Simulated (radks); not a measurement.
Q: Lu+, configuration [Kr] 4d10 4f14 5s2 5p5 6s2 5d1 (not the ground configuration). All-electron calculation, Dirac Kohn-Sham, exchange-only PBE, spin-unpolarised, spherical densities, finite nucleus; open shells fill j = l - 1/2 first; Fermi nuclear charge, rms radius 5.37 fm. Program: a radial shooting solver on a logarithmic mesh with Libxc functionals. Some entries of the table are withheld. Estimate them.

orbital,occ.,eigenvalue (eV),<1/r> (bohr^-1)
1s1/2,2,-63156.43,(1)
2s1/2,2,-10753.64,19.88
2p1/2,2,-10266.27,(2)
2p3/2,4,-9148.675,(3)
3s1/2,2,-2444.863,7.291
3p1/2,2,-2228.882,7.208
3p3/2,4,-1990.509,6.463
3d3/2,4,-1623.296,6.353
3d5/2,6,-1571.243,6.174
4s1/2,2,-495.0621,3.053
4p1/2,2,-407.0720,2.943
4p3/2,4,-352.8489,2.683
4d3/2,4,-208.0671,2.461
4d5/2,6,-198.1712,2.398
5s1/2,2,-71.2953,1.150
5p1/2,2,-46.6895,1.018
5p3/2,3,-39.5620,0.9286
4f5/2,6,-21.0246,1.852
4f7/2,8,-19.4923,1.821
6s1/2,2,-10.8597,0.3932
5d3/2,1,-9.8178,(4)
5d5/2,0,-9.3225,(5)
6p1/2,0,-6.7214,0.3100
6p3/2,0,-6.1085,0.2871

A: 
(1) 1s1/2 <1/r> (bohr^-1): 82.18
(2) 2p1/2 <1/r> (bohr^-1): 19.86
(3) 2p3/2 <1/r> (bohr^-1): 16.96
(4) 5d3/2 <1/r> (bohr^-1): 0.5868
(5) 5d5/2 <1/r> (bohr^-1): 0.5667
